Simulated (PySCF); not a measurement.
# Shifts of the heteroatoms

Mapped SMILES: `[CH3:1][O:2][CH2:3][C:4]([F:5])([F:6])[F:7]`. Each H is labelled by its parent atom.

How the numbers were obtained: GIAO PBE0/pcSseg-1 shieldings, GFN2-xTB structure, B3LYP/pcJ-1 coupling constants (spin–dipole term only in couplings to heteroatoms), in PySCF 2.14 (isolated molecule, one conformer, non-relativistic Hamiltonian, fast rotation and ring inversion assumed for equivalent nuclei).

**Question.** Predict the 19F NMR data.

**Answer.** 
| atoms | environment | σ (ppm) | δ (ppm) |
| --- | --- | --- | --- |
| F5/F6/F7 | fluorine of a CF3 group | 256.5 | -70.8 |

Shieldings were converted by a linear fit to measured shifts: 19F: δ = 146.13 − 0.903σ +14.6 on sp3 carbon (rms 6.0 ppm, 223 shifts, 7.0 ppm with the 5 outliers that the fit left out vs CFCl3, solution or neat liquid). A few per cent of atoms miss by over 2 rms, more outside the fitted compound classes. Couplings are scaled by factors fitted to measured values: 2J(H,H) × 0.95 (rms 1.3 Hz), 1J(C,F) × 0.77 (rms 8.7 Hz), 2J(C,F) × 1.14 (rms 1.9 Hz, 10.1 with 1 outliers); all others are unscaled and can be 10–30 % off.

Couplings (the largest are listed; each averaged over equivalent pairs): 1J(C4,F5) = -272.6 Hz, 2J(F5,F6) = 66.2 Hz, 2J(C3,F5) = 36.1 Hz, 3J(F5,H(C3)) = 8.3 Hz, 3J(O2,F5) = 1.3 Hz.

On a 500 MHz spectrometer 19F resonates near 470.5 MHz, so 1 ppm is 470.5 Hz.

**Question.** What are the 17O shifts?

**Answer.** 
```json
{"atoms": "O2", "environment": "ether oxygen", "σ (ppm)": "325.3", "δ (ppm)": "-29.7"}
```

Shieldings were converted by a linear fit to measured shifts: 17O (scatter 10.7 ppm rms, 12.2 ppm with the 3 outliers that the fit left out vs liquid water, solution or neat liquid). Occasional misses reach two or three times the rms, and more in compound classes unlike the fitted ones. Couplings are scaled by factors fitted to measured values: 2J(H,H) × 0.95 (rms 1.3 Hz), 1J(C,F) × 0.77 (rms 8.7 Hz), 2J(C,F) × 1.14 (rms 1.9 Hz, 10.1 with 1 outliers); all others are unscaled and can be 10–30 % off.

Couplings (the largest are listed; each averaged over equivalent pairs; quadrupolar broadening usually hides them): 1J(O2,C3) = 26.0 Hz, 1J(C1,O2) = 23.5 Hz, 2J(O2,H(C3)) = -8.5 Hz, 2J(O2,H(C1)) = -6.6 Hz, 2J(O2,C4) = -1.2 Hz, 3J(O2,F5) = 1.3 Hz.

On a 500 MHz spectrometer 17O resonates near 67.8 MHz, so 1 ppm is 67.8 Hz.
